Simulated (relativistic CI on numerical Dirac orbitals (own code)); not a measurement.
# Forbidden transitions in Pm XVII

Computed by Dirac-Coulomb-Breit CI, KLI orbitals optimised for each configuration, a model potential for QED, unscaled Slater integrals (own radial code, finite nucleus).

Configurations in the expansion (outside the closed core [Ar] 3d10): 4s²4p⁶4d⁹, 4s²4p⁵4d¹⁰, 4s²4p⁶4d⁸4f, 4s4p⁶4d¹⁰, 4s²4p⁶4d⁸5s, 4s²4p⁵4d⁹4f, 4s²4p⁶4d⁸5p, 4s4p⁶4d⁹4f, 4s²4p⁶4d⁷4f5s, 4s²4p⁶4d⁸5d, 4s²4p⁶4d⁷5s5p, 4s²4p⁵4d⁹5s, 4s²4p⁶4d⁸5f, 4s²4p⁶4d⁸6s, 4s²4p⁶4d⁸6p, 4s²4p⁵4d⁹5p, 4s²4p⁶4d⁸5g, 4s²4p⁶4d⁸6d, 4s²4p⁶4d⁸6f, 4s²4p⁶4d⁸7s, 4s²4p⁵4d⁹5d, 4s²4p⁶4d⁸7p, 4s4p⁶4d⁹5s, 4s²4p⁶4d⁷5s², 4s²4p⁶4d⁶4f5s², 4s²4p⁵4d⁷4f5s², 4s²4p⁶4d⁶5s²5p, 4p⁶4d⁹4f², 4p⁵4d¹⁰4f², 4p⁶4d⁸4f³, 4p⁶4d⁸4f²5s, 4p⁵4d⁹4f³, 4p⁶4d⁸4f²5p. Double excitations out of closed p, d and f shells are left out; levels of such configurations are missing from the list, as are those of other unlisted configurations, and high levels can miss mixing partners. These lack a partner that the ground configuration has and come out too high: 4s²4p⁶4d⁸5d, 4s²4p⁵4d⁹5s, 4s²4p⁶4d⁸5f, 4s²4p⁶4d⁸6s, 4s²4p⁶4d⁸6p.

```tsv
λ vac (Å)	Lower	Upper	Type	A (s⁻¹)	gf	Branching (%)
91.325	4s²4p⁶4d⁹ ²D5/2 [1]	4s²4p⁶4d⁸4f ²H°9/2 [47]	M2	1.76e+02	2.20e-09	13.2
91.830	4s²4p⁶4d⁹ ²D5/2 [1]	4s²4p⁶4d⁸4f ²H°11/2 [44]	E3	1.52e+02	2.30e-09	10.1
93.015	4s²4p⁶4d⁹ ²D5/2 [1]	4s²4p⁶4d⁸4f ⁴H°9/2 [36]	M2	1.75e+03	2.26e-08	71.2
93.473	4s²4p⁶4d⁹ ²D5/2 [1]	4s²4p⁶4d⁸4f ²G°9/2 [32]	M2	1.36e+03	1.78e-08	70.5
94.178	4s²4p⁶4d⁹ ²D5/2 [1]	4s²4p⁶4d⁸4f ²G°9/2 [29]	M2	2.26e+02	3.00e-09	38.8
95.388	4s²4p⁶4d⁹ ²D5/2 [1]	4s²4p⁶4d⁸4f ⁴G°11/2 [19]	E3	3.10e+01	5.07e-10	14.5
96.054	4s²4p⁶4d⁹ ²D5/2 [1]	4s²4p⁶4d⁸4f ⁴H°9/2 [16]	M2	3.38e+03	4.68e-08	99.4
98.780	4s²4p⁶4d⁹ ²D5/2 [1]	4s²4p⁶4d⁸4f ⁴F°9/2 [6]	M2	8.87e+03	1.30e-07	99.9
1111.9	4s²4p⁶4d⁸4f ⁴H°11/2 [14]	4s²4p⁶4d⁸4f ²H°11/2 [59]	M1	4.03e+02	8.97e-07	26.3
1150.5	4s²4p⁶4d⁸4f ⁴H°13/2 [15]	4s²4p⁶4d⁸4f ²H°11/2 [59]	M1	8.83e+01	2.10e-07	5.8
1305.3	4s²4p⁶4d⁸4f ⁴F°9/2 [6]	4s²4p⁶4d⁸4f ²H°11/2 [44]	M1	7.32e+01	2.24e-07	4.9
1471.1	4s²4p⁶4d⁸4f ⁴D°7/2 [11]	4s²4p⁶4d⁸4f ²H°9/2 [47]	M1	1.20e+02	3.88e-07	9.0
1489.2	4s²4p⁶4d⁸4f ⁴H°13/2 [15]	4s²4p⁶4d⁸4f ⁴G°11/2 [52]	M1	1.62e+02	6.48e-07	14.8
1567.0	4s²4p⁶4d⁸4f ⁴F°7/2 [4]	4s²4p⁶4d⁸4f ²G°9/2 [32]	M1	6.95e+01	2.56e-07	3.6
1625.9	4s²4p⁶4d⁸4f ⁴I°15/2 [10]	4s²4p⁶4d⁸4f ²K°15/2 [43]	M1	4.73e+02	3.00e-06	88.3
1642.7	4s²4p⁶4d⁸4f ⁴H°11/2 [14]	4s²4p⁶4d⁸4f ²H°9/2 [47]	M1	1.49e+02	6.02e-07	11.1
1676.0	4s²4p⁶4d⁸4f ⁴I°13/2 [12]	4s²4p⁶4d⁸4f ²H°11/2 [44]	M1	8.82e+02	4.45e-06	58.7
1730.5	4s²4p⁶4d⁸4f ⁴I°15/2 [10]	4s²4p⁶4d⁸4f ²K°13/2 [41]	M1	1.13e+02	7.13e-07	23.1
1740.0	4s²4p⁶4d⁸4f ⁴F°9/2 [6]	4s²4p⁶4d⁸4f ²G°9/2 [32]	M1	1.53e+02	6.96e-07	7.9
1787.9	4s²4p⁶4d⁸4f ⁴G°11/2 [19]	4s²4p⁶4d⁸4f ⁴G°11/2 [52]	M1	1.17e+02	6.74e-07	10.7
1815.5	4s²4p⁶4d⁸4f ⁴I°13/2 [12]	4s²4p⁶4d⁸4f ²K°13/2 [41]	M1	2.60e+02	1.80e-06	52.9
1879.5	4s²4p⁶4d⁸4f ⁴I°13/2 [33]	4s²4p⁶4d⁸4f ²H°11/2 [59]	M1	5.77e+02	3.67e-06	37.6
1929.2	4s²4p⁶4d⁸4f ⁴H°13/2 [15]	4s²4p⁶4d⁸4f ²H°11/2 [44]	M1	1.72e+02	1.15e-06	11.4
2021.6	4s²4p⁶4d⁸4f ⁴F°9/2 [6]	4s²4p⁶4d⁸4f ²G°9/2 [29]	M1	1.64e+02	1.00e-06	28.1
2087.3	4s²4p⁶4d⁸4f ⁴G°11/2 [19]	4s²4p⁶4d⁸4f ²G°9/2 [48]	M1	1.49e+02	9.74e-07	13.0
2116.4	4s²4p⁶4d⁸4f ⁴H°13/2 [15]	4s²4p⁶4d⁸4f ²K°13/2 [41]	M1	8.20e+01	7.71e-07	16.7
2144.1	4s²4p⁶4d⁸4f ⁴G°11/2 [19]	4s²4p⁶4d⁸4f ²H°9/2 [47]	M1	3.13e+02	2.15e-06	23.4
2259.9	4s²4p⁶4d⁸4f ⁴I°15/2 [10]	4s²4p⁶4d⁸4f ⁴I°13/2 [33]	M1	1.11e+03	1.19e-05	84.6
2335.9	4s²4p⁶4d⁸4f ⁴D°7/2 [11]	4s²4p⁶4d⁸4f ²G°9/2 [32]	M1	9.12e+01	7.46e-07	4.7
2416.0	4s²4p⁶4d⁸4f ⁴I°9/2 [22]	4s²4p⁶4d⁸4f ²G°9/2 [48]	M1	3.00e+02	2.62e-06	26.0
2440.4	4s²4p⁶4d⁸4f ⁴H°11/2 [14]	4s²4p⁶4d⁸4f ⁴H°9/2 [36]	M1	2.75e+02	2.45e-06	11.2
2484.2	4s²4p⁶4d⁹ ²D5/2 [1]	4s²4p⁶4d⁹ ²D3/2 [2]	M1	1.05e+03	3.90e-06	100.0
2678.8	4s²4p⁶4d⁸4f ⁴I°13/2 [12]	4s²4p⁶4d⁸4f ⁴I°11/2 [30]	M1	1.61e+02	2.08e-06	21.8
2695.9	4s²4p⁶4d⁸4f ⁴H°13/2 [15]	4s²4p⁶4d⁸4f ²H°11/2 [35]	M1	1.97e+02	2.57e-06	62.2
2800.3	4s²4p⁶4d⁸4f ⁴H°11/2 [14]	4s²4p⁶4d⁸4f ²G°9/2 [32]	M1	2.01e+02	2.36e-06	10.4
2903.9	4s²4p⁶4d⁸4f ²G°9/2 [29]	4s²4p⁶4d⁸4f ²G°9/2 [48]	M1	1.81e+02	2.28e-06	15.7
2940.5	4s²4p⁶4d⁸4f ⁴H°9/2 [16]	4s²4p⁶4d⁸4f ⁴H°9/2 [36]	M1	2.26e+02	2.93e-06	9.2
2966.1	4s²4p⁶4d⁸4f ⁴H°13/2 [15]	4s²4p⁶4d⁸4f ⁴I°13/2 [33]	M1	1.38e+02	2.56e-06	10.5
2990.9	4s²4p⁶4d⁸4f ⁴I°13/2 [33]	4s²4p⁶4d⁸4f ⁴G°11/2 [52]	M1	2.73e+02	4.39e-06	24.8
3327.2	4s²4p⁶4d⁸4f ²H°11/2 [35]	4s²4p⁶4d⁸4f ⁴G°11/2 [52]	M1	3.36e+02	6.69e-06	30.6
3375.3	4s²4p⁶4d⁸4f ⁴I°11/2 [30]	4s²4p⁶4d⁸4f ²G°9/2 [48]	M1	2.70e+02	4.60e-06	23.4
3390.0	4s²4p⁶4d⁸4f ⁴H°13/2 [15]	4s²4p⁶4d⁸4f ⁴I°11/2 [30]	M1	4.40e+02	9.09e-06	59.4
3609.2	4s²4p⁶4d⁸4f ⁴H°11/2 [14]	4s²4p⁶4d⁸4f ²G°9/2 [29]	M1	1.09e+02	2.13e-06	18.8
3739.6	4s²4p⁶4d⁸4f ⁴G°11/2 [19]	4s²4p⁶4d⁸4f ⁴H°9/2 [36]	M1	1.09e+02	2.29e-06	4.5
5249.7	4s²4p⁶4d⁸4f ⁴I°13/2 [12]	4s²4p⁶4d⁸4f ⁴G°11/2 [19]	M1	1.23e+02	6.12e-06	57.6
```

Terms are leading LS components. Brackets give the number of a level in order of energy, since labels repeat. The list gives strong lines, with weight on those to low levels, among the lowest 400 of 10883 levels, so that lines to higher ones, which can be the strongest, are missing. Levels whose partners in the same complex of configurations lie outside the list can be far off, and so can their lines. Rates are taken at the computed energies, electric ones in the length gauge.

At this charge energies of transitions that change n are usually good to better than 1 %, and those within a shell (Δn = 0) to a few per cent.

LS names give the leading component of a level, which can be under half, so a name can repeat, a term be missing and a line seem to break the LS rules.
